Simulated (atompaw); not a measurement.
# Reading a pseudo-wave (tungsten)

Columns: radius, all-electron u(r) and pseudo u(r) of the 5d shell (level -16.00 eV) of tungsten in the configuration [Xe] 4f14 5d4 6s0.5 6p0; LDA (PW92), scalar-relativistic, PAW (atompaw) scheme, atompaw 4.2.0.5.

```tsv
r (bohr)	all-electron	pseudo
0.115	0.2271	0.0001
0.231	-0.0672	0.0008
0.346	-0.3250	0.0026
0.462	-0.2964	0.0062
0.577	-0.1088	0.0120
0.692	0.1176	0.0206
0.808	0.3257	0.0327
0.923	0.4908	0.0485
1.038	0.6121	0.0684
1.154	0.6948	0.0930
1.269	0.7448	0.1220
1.385	0.7698	0.1557
1.500	0.7756	0.1933
1.615	0.7674	0.2342
1.731	0.7489	0.2779
1.846	0.7234	0.3220
1.962	0.6928	0.3653
2.077	0.6594	0.4047
2.192	0.6242	0.4380
2.308	0.5880	0.4627
2.423	0.5520	0.4762
2.538	0.5166	0.4774
2.654	0.4817	0.4660
2.769	0.4482	0.4442
2.885	0.4159	0.4155
3.000	0.3853	0.3853
```

(1) How many radial nodes do the two functions have?

(2) Where does each function peak?

(3) Is the pseudo-wave norm-conserving?

## Answers

(1) The all-electron 5d function has n − l − 1 = 2; the pseudo-wave has 0, since the states of the same l below it are removed with the core.

(2) Outermost all-electron maximum near 1.50 bohr, pseudo maximum near 2.54 bohr (to the table’s step).

(3) No, it belongs to a PAW set: the norm inside the radius is not constrained, and the difference is carried by the augmentation charge.
